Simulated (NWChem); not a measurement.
Program: NWChem. System: Sn, charge 0, spin multiplicity 3. Its SCF solution wasn't tested for a lower state. Level: UB3LYP/def2-TZVP with def2 effective core potentials on Sn, VWN1-RPA local correlation.

Job file:

```
start mol
memory heap 200 mb stack 900 mb global 1100 mb
geometry units angstroms nocenter noautoz
  Sn     0.000000     0.000000     0.000000
  symmetry group D2h
end
basis spherical
  * library def2-tzvp
end
ecp
  Sn library def2-ecp
end
dft
  xc b3lyp
  odft
  mult 3
  semidirect memsize 60000000 filesize 0
  iterations 100
end
task dft energy
```

Output (cleaned and shortened):

```
             Northwest Computational Chemistry Package (NWChem) 7.3.0
             --------------------------------------------------------

                                NWChem Input Module
                                -------------------

 Scaling coordinates for geometry "geometry" by  1.889725989
 (inverse scale =  0.529177249)

                             Geometry "geometry" -> ""
                             -------------------------

 Output coordinates in angstroms (scale by  1.889725989 to convert to a.u.)

  No.       Tag          Charge          X              Y              Z
 ---- ---------------- ---------- -------------- -------------- --------------
    1 Sn                  50.0000     0.00000000     0.00000000     0.00000000

 Effective nuclear repulsion energy (a.u.)       0.0000000000

            Nuclear Dipole moment (a.u.)
            ----------------------------
        X                 Y               Z
 ---------------- ---------------- ----------------
     0.0000000000     0.0000000000     0.0000000000

      Symmetry information
      --------------------

 Group name             D2h
 Group number             26
 Group order               8
 No. of unique centers     1

      Symmetry unique atoms

     1


 Summary of "ao basis" -> "" (spherical)
 ------------------------------------------------------------------------------
       Tag                 Description            Shells   Functions and Types
 ---------------- ------------------------------  ------  ---------------------
 *                         def2-tzvp                  on all atoms

                                 NWChem DFT Module
                                 -----------------

 Summary of "ao basis" -> "ao basis" (spherical)
 ------------------------------------------------------------------------------
       Tag                 Description            Shells   Functions and Types
 ---------------- ------------------------------  ------  ---------------------
 Sn                        def2-tzvp                16       50   6s5p3d2f

 Summary of "ao basis" -> "ao basis" (spherical)
 ------------------------------------------------------------------------------
       Tag                 Description            Shells   Functions and Types
 ---------------- ------------------------------  ------  ---------------------
 Sn                        def2-tzvp                16       50   6s5p3d2f

      Symmetry analysis of basis
      --------------------------

        ag         12
        au          2
        b1g         3
        b1u         9
        b2g         3
        b2u         9
        b3g         3
        b3u         9

            General Information
            -------------------
          SCF calculation type: DFT
          Wavefunction type:  spin polarized.
          No. of atoms     :     1
          No. of electrons :    22
           Alpha electrons :    12
            Beta electrons :    10
          Charge           :     0
          Spin multiplicity:     3
          Use of symmetry is: on ; symmetry adaption is: on
          Maximum number of iterations: 100
          AO basis - number of functions:    50
                     number of shells:    16
          Convergence on energy requested:  1.00D-06
          Convergence on density requested:  1.00D-05
          Convergence on gradient requested:  5.00D-04

              XC Information
              --------------
                         B3LYP Method XC Potential
[...]
 Vector   11  Occ=1.000000D+00  E=-1.734787D-01  Symmetry=b2u
              MO Center=  4.1D-34, -3.3D-19,  2.7D-32, r^2= 3.3D+00
   Bfn.  Coefficient  Atom+Function         Bfn.  Coefficient  Atom+Function
  ----- ------------  ---------------      ----- ------------  ---------------
    17      0.542340  1 Sn py                11     -0.359214  1 Sn py
    14      0.326753  1 Sn py                20      0.307498  1 Sn py
     8     -0.050541  1 Sn py

 Vector   12  Occ=1.000000D+00  E=-1.734787D-01  Symmetry=b3u
              MO Center= -1.5D-19,  1.1D-32,  2.6D-32, r^2= 3.3D+00
   Bfn.  Coefficient  Atom+Function         Bfn.  Coefficient  Atom+Function
  ----- ------------  ---------------      ----- ------------  ---------------
    16      0.542340  1 Sn px                10     -0.359214  1 Sn px
    13      0.326753  1 Sn px                19      0.307498  1 Sn px
     7     -0.050541  1 Sn px

 Vector   13  Occ=0.000000D+00  E=-1.235444D-01  Symmetry=b1u
              MO Center=  7.4D-31,  2.2D-31, -3.5D-18, r^2= 3.5D+00
   Bfn.  Coefficient  Atom+Function         Bfn.  Coefficient  Atom+Function
  ----- ------------  ---------------      ----- ------------  ---------------
    18      0.509038  1 Sn pz                12     -0.352370  1 Sn pz
    21      0.350047  1 Sn pz                15      0.321693  1 Sn pz
     9     -0.049635  1 Sn pz

 Vector   14  Occ=0.000000D+00  E= 1.005329D-01  Symmetry=b3u
              MO Center= -7.0D-20, -2.4D-32, -5.9D-33, r^2= 9.9D+00
   Bfn.  Coefficient  Atom+Function         Bfn.  Coefficient  Atom+Function
  ----- ------------  ---------------      ----- ------------  ---------------
    19      1.528305  1 Sn px                16     -1.257262  1 Sn px
    10      0.226465  1 Sn px                13     -0.076763  1 Sn px
     7      0.031577  1 Sn px

 Vector   15  Occ=0.000000D+00  E= 1.005329D-01  Symmetry=b2u
              MO Center= -6.6D-33, -7.0D-20, -3.7D-32, r^2= 9.9D+00
   Bfn.  Coefficient  Atom+Function         Bfn.  Coefficient  Atom+Function
  ----- ------------  ---------------      ----- ------------  ---------------
    20      1.528305  1 Sn py                17     -1.257262  1 Sn py
    11      0.226465  1 Sn py                14     -0.076763  1 Sn py
     8      0.031577  1 Sn py

                     DFT Final Beta Molecular Orbital Analysis
                     -----------------------------------------

 Vector    8  Occ=1.000000D+00  E=-1.005772D+00  Symmetry=ag
              MO Center=  2.4D-33, -3.9D-33,  4.0D-34, r^2= 3.9D-01
   Bfn.  Coefficient  Atom+Function         Bfn.  Coefficient  Atom+Function
  ----- ------------  ---------------      ----- ------------  ---------------
    26      0.900024  1 Sn d  2              31      0.169275  1 Sn d  2

 Vector    9  Occ=1.000000D+00  E=-1.005772D+00  Symmetry=b1g
              MO Center= -9.5D-31, -9.7D-31, -2.2D-30, r^2= 3.9D-01
   Bfn.  Coefficient  Atom+Function         Bfn.  Coefficient  Atom+Function
  ----- ------------  ---------------      ----- ------------  ---------------
    22      0.900024  1 Sn d -2              27      0.169275  1 Sn d -2

 Vector   10  Occ=1.000000D+00  E=-3.936790D-01  Symmetry=ag
              MO Center=  9.5D-17,  1.6D-16, -3.6D-15, r^2= 1.8D+00
   Bfn.  Coefficient  Atom+Function         Bfn.  Coefficient  Atom+Function
  ----- ------------  ---------------      ----- ------------  ---------------
     5      0.802109  1 Sn s                  2      0.626189  1 Sn s
     3     -0.519490  1 Sn s                  6      0.427668  1 Sn s
     1     -0.395995  1 Sn s                  4     -0.318548  1 Sn s
    24     -0.027574  1 Sn d  0

 Vector   11  Occ=0.000000D+00  E=-1.089805D-01  Symmetry=b1u
              MO Center= -1.5D-15,  7.5D-15,  3.4D-15, r^2= 3.7D+00
   Bfn.  Coefficient  Atom+Function         Bfn.  Coefficient  Atom+Function
  ----- ------------  ---------------      ----- ------------  ---------------
    18      0.470789  1 Sn pz                21      0.393238  1 Sn pz
    12     -0.345707  1 Sn pz                15      0.321218  1 Sn pz
     9     -0.048656  1 Sn pz

 Vector   12  Occ=0.000000D+00  E=-8.291885D-02  Symmetry=b3u
              MO Center= -9.6D-17, -3.3D-29, -5.8D-28, r^2= 4.0D+00
   Bfn.  Coefficient  Atom+Function         Bfn.  Coefficient  Atom+Function
  ----- ------------  ---------------      ----- ------------  ---------------
    19      0.465383  1 Sn px                16      0.410449  1 Sn px
    10     -0.331502  1 Sn px                13      0.313380  1 Sn px
     7     -0.046613  1 Sn px

 Vector   13  Occ=0.000000D+00  E=-8.291885D-02  Symmetry=b2u
              MO Center=  2.1D-29, -1.5D-16, -1.6D-27, r^2= 4.0D+00
   Bfn.  Coefficient  Atom+Function         Bfn.  Coefficient  Atom+Function
  ----- ------------  ---------------      ----- ------------  ---------------
    20      0.465383  1 Sn py                17      0.410449  1 Sn py
    11     -0.331502  1 Sn py                14      0.313380  1 Sn py
     8     -0.046613  1 Sn py

   alpha - beta orbital overlaps
   -----------------------------

   alpha      1      2      3      4      5      6      7      8      9     10
    beta      1      2      4      3      5      7      6      9      8     10
 overlap   1.000  1.000  1.000  1.000  1.000  1.000  1.000  1.000  1.000  0.999

   alpha     11     12     13     14     15     16     17     18     19     20
    beta     13     12     11     15     16     14     20     21     22     19
 overlap   0.994  0.994  0.999  0.994  0.994  1.000  0.802  1.000  1.000  1.000

   alpha     21     22     23     24     25     26     27     28     29     30
    beta     18     17     23     25     24     28     27     30     29     26
 overlap   1.000  0.802  0.999  1.000  1.000  1.000  1.000  1.000  1.000  0.998

   alpha     31     32     33     34     35     36     37     38     39     40
    beta     31     32     34     35     33     36     37     38     39     40
 overlap   1.000  1.000  1.000  1.000  1.000  1.000  1.000  1.000  1.000  1.000

   alpha     41     42     43     44     45     46     47     48     49     50
    beta     41     42     44     43     45     46     47     49     48     50
 overlap   1.000  1.000  1.000  1.000  1.000  1.000  1.000  1.000  1.000  1.000

     --------------------------
     Expectation value of S2:
     --------------------------
      <S2> =      2.0020 (Exact =     2.0000)

 Task  times  cpu:        0.6s     wall:        0.6s

 Total times  cpu:        0.6s     wall:        0.6s
```
